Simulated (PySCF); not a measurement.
Compound: C6H9S (charge -1).
Geometry (GFN2-xTB, Å), atoms numbered from 1 in this order:
```xyz
16
C6H9S angstrom
C      3.0015   -0.4962    0.7799
C      1.7443   -0.2166    0.1051
C      0.7044    0.0083   -0.4535
C     -0.4805    0.3941   -1.1859
S     -0.0782    1.8254   -2.2499
C     -1.6340    0.7357   -0.2352
C     -2.0927   -0.4627    0.5905
H      2.8236   -0.9567    1.7566
H      3.6099   -1.1775    0.1800
H      3.5627    0.4292    0.9288
H     -0.7844   -0.4384   -1.8434
H     -2.4634    1.1173   -0.8369
H     -1.3059    1.5425    0.4262
H     -2.9113   -0.1880    1.2578
H     -1.2660   -0.8427    1.1902
H     -2.4375   -1.2648   -0.0626
```

Computed geometry: GFN2-xTB, gas phase.

Masses are those of the commonest isotopes; rigid-rotor values at the optimised geometry. The values belong to one conformer with, in the numbering `[CH3:1][C:2]#[C:3][C@H:4]([S-:5])[CH2:6][CH3:7]`, C3–C4–C6–C7 -64°.

(1) Give the principal moments of inertia and the rotational constants in MHz.

(2) Classify the top.

(3) Is it planar, by Δ = Ic − Ia − Ib?

(4) Estimate the classical rotational partition function at 10 K, 200 K and 298.15 K.

Results:

(1) Ia = 218.39, Ib = 348.82, Ic = 541.15 u·Å²; 505379 MHz·u·Å²/I gives A = 2314, B = 1449, C = 933.9 MHz.

(2) An asymmetric top; Ray's κ = -0.254.

(3) Not planar: Δ = Ic − Ia − Ib = -26.07 u·Å². For a rigid frame Δ = −2 Σ m c², so Σ m c² = 13.03 u·Å² lies off the ab plane: 7.68 from hydrogen and 5.35 from heavier atoms. The atom farthest from that plane is 1.49 Å away.

(4) Point group C1, symmetry number σ = 1; q = (√π/σ)·√((kT/h)³/(ABC)), k/h = 20836.6 MHz/K: 3010 at 10 K, 269000 at 200 K, 490000 at 298.15 K.

GFN2-xTB frequencies: not computed here. No vibrational averaging or centrifugal distortion is included, and the geometry carries the error of its method.
